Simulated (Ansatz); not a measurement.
Cu₂Se⁺. The state is a doublet with charge 1. Geometry r2SCAN-D4/def2-TZVP, basis def2-TZVP, Ansatz.

```xyz
3

Cu   -0.473   -0.442   -1.317
Cu    0.934   -0.586    0.969
Se   -0.461    1.028    0.348
```

```json
{"run": "A", "HOMO (eV)": "-14.75", "LUMO (eV)": "-6.83"}
{"run": "B", "HOMO (eV)": "-14.59", "LUMO (eV)": "-4.89"}
{"run": "C", "HOMO (eV)": "-12.21", "LUMO (eV)": "-9.87"}
{"run": "D", "HOMO (eV)": "-14.46", "LUMO (eV)": "-7.29"}
{"run": "E", "HOMO (eV)": "-11.24", "LUMO (eV)": "-10.24"}
{"run": "F", "HOMO (eV)": "-12.33", "LUMO (eV)": "-9.43"}
```

LC-ωPBE has ω = 0.4 bohr⁻¹. B3LYP takes the VWN-RPA correlation. The structure comes from a short search, and lower isomers may exist.

HOMO and LUMO are taken over both spins.

The runs used B3LYP, HF, LC-ωPBE, PBE0, r2SCAN, ωB97M-V. Estimate which is which.

A LC-ωPBE (range-separated); B HF (100 % exact exchange); C B3LYP (20 % exact exchange); D ωB97M-V (range-separated); E r2SCAN (0 % exact exchange); F PBE0 (25 % exact exchange). Exact exchange lowers occupied and raises empty levels; among semilocal functionals meta-GGAs tend to open the gap a little, and such runs are hard to tell apart. The gap grows from 1.00 eV (r2SCAN) to 9.70 eV (HF).
